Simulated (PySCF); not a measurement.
**Electron correlation in Ga (gallium, neutral)**

[Ar] 3d10 4s2 4p1, 2P determinant. All numbers are calculated (PySCF 2.14, no relativity, point nucleus, in pcseg-2). Frozen: [Ar] 3d10; 3 electrons correlated.

MP2 pair energies summed by pair of shells (mhartree):

```json
{"pair": "4s-4s", "energy": "-19.85", "share (%)": "58.9"}
{"pair": "4s-4p", "energy": "-13.83", "share (%)": "41.1"}
```

Total MP2 correlation energy: -33.68 mhartree.

Same-spin part -2.47 and opposite-spin part -31.21 mhartree; SCS-MP2 scales them by 1/3 and 6/5 to -38.28 mhartree.

```json
{"level": "CCSD", "correlation energy (mhartree)": "-46.77"}
{"level": "(T)", "correlation energy (mhartree)": "-0.85"}
{"level": "CCSD(T)", "correlation energy (mhartree)": "-47.62"}
```

Diagnostics: T1 = 0.013, D1 = 0.0296, largest double amplitude 0.080.

Cost of the coupled-cluster step: 0.55 s of wall time on 1 thread of Neoverse-N1 (shared host), for 3 correlated electrons.
